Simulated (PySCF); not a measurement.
# BiS⁻: frontier orbitals

MN15 at R = 2.440 Å; Bi def2-SVPD with ECP60, S def2-SVPD; scalar-relativistic core potentials (PySCF 2.14). State: ³Σ⁻ (triplet), unpaired electrons π ↑↑. Only the outer orbitals are listed, counted within each symmetry, core potentials removing the inner ones.

```
spin  orbital  occ.  ε (eV)  on Bi (%)            main shells (%)
   α       7σ     1  -13.98         41            55 S s, 41 Bi s
   α       8σ     1  -10.94         55            52 Bi s, 43 S s
   α       9σ     1   -3.27         39            60 S p, 33 Bi p
   α       4π     1   -2.84         33            66 S p, 33 Bi p
   α       4π     1   -2.84         33            66 S p, 33 Bi p
   α       5π     1   -0.60         67            62 Bi p, 32 S p
   α       5π     1   -0.60         67            62 Bi p, 32 S p
   α      10σ     0    4.08         78   58 Bi s, 13 S s, 11 Bi p
   α      11σ     0    5.10        104  77 Bi s, 15 Bi p, 12 Bi d
   β       7σ     1  -13.33         30            66 S s, 29 Bi s
   β       8σ     1   -9.86         64            63 Bi s, 33 S s
   β       9σ     1   -2.84         38            60 S p, 31 Bi p
   β       4π     1   -1.96         19            80 S p, 18 Bi p
   β       4π     1   -1.96         19            80 S p, 18 Bi p
   β       5π     0    2.95         78            71 Bi p, 19 S p
   β       5π     0    2.95         78            71 Bi p, 19 S p
   β      10σ     0    4.24         69   43 Bi s, 22 S s, 16 Bi d
```

Problem. Which are the highest filled and the lowest empty level, where do they sit, and how wide is the gap?

Solution. Highest filled α 5π at -0.60 eV (in %: 62 Bi p, 32 S p); lowest empty β 5π at 2.95 eV (in %: 71 Bi p, 19 S p); the gap at MN15 is 3.55 eV. Both belong to one degenerate shell, split only by its one-sided filling, so this is no excitation gap. An empty level above zero is unbound, and its energy depends on the basis.

```json
{
  "bond order (Mayer)": "1.63",
  "⟨S²⟩": "2.009",
  "charge on Bi (Mulliken, basis-dependent)": "-0.04",
  "charge on Bi (Löwdin, basis-dependent)": "-0.12",
  "dipole moment (positive dipole points towards S; it is taken about the centre of mass and depends on that origin)": "-6.03 D"
}
```

Shares are Mulliken populations and can fall outside 0 to 100 %.

Spin–orbit coupling is left out, which matters for elements this heavy, above all for dissociation energies. The state is the lowest determinant that a PBE0 search found; another state may lie lower at other levels.
